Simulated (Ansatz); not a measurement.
C$_{4}$H$_{4}$F$_{6}$O (`FCC(F)(F)OCC(F)(F)F`) at its PBE0-D4/def2-TZVP geometry, where that method's forces vanish. The species carries charge 0 and has multiplicity 1.

```xyz
15

F    -0.4292    2.7556   -2.1415
C     0.1905    1.6005   -1.7628
C    -0.4519    1.0683   -0.4986
F    -0.3803    1.9814    0.4991
F    -1.7742    0.8445   -0.6877
O     0.1907   -0.0748   -0.1584
C    -0.2768   -0.7212    1.0066
C     0.5766   -1.9511    1.2096
F     1.8631   -1.6439    1.3744
F     0.4880   -2.7950    0.1817
F     0.1605   -2.5917    2.3075
H     1.2461    1.7969   -1.5636
H     0.0869    0.8514   -2.5506
H    -0.1737   -0.0826    1.8867
H    -1.3163   -1.0383    0.8976
```

(1) What forces (eV/Å) does r2SCAN-D4/def2-TZVPP give on these atoms in Ansatz 0.2.0? (An estimate is asked.)

Answers

(1) The calculation gave: 
```
F1  -0.181  0.288 -0.063
C2   0.222 -0.270 -0.003
C3   0.184  0.009 -0.225
F4   0.011  0.291  0.293
F5  -0.405 -0.049 -0.061
O6   0.312 -0.151 -0.220
C7  -0.188 -0.073  0.287
C8  -0.180  0.276 -0.060
F9   0.380  0.097  0.038
F10 -0.023 -0.240 -0.311
F11 -0.127 -0.187  0.327
H12  0.005  0.002  0.001
H13 -0.001 -0.003 -0.005
H14  0.002  0.010  0.006
H15 -0.010 -0.001 -0.005
```
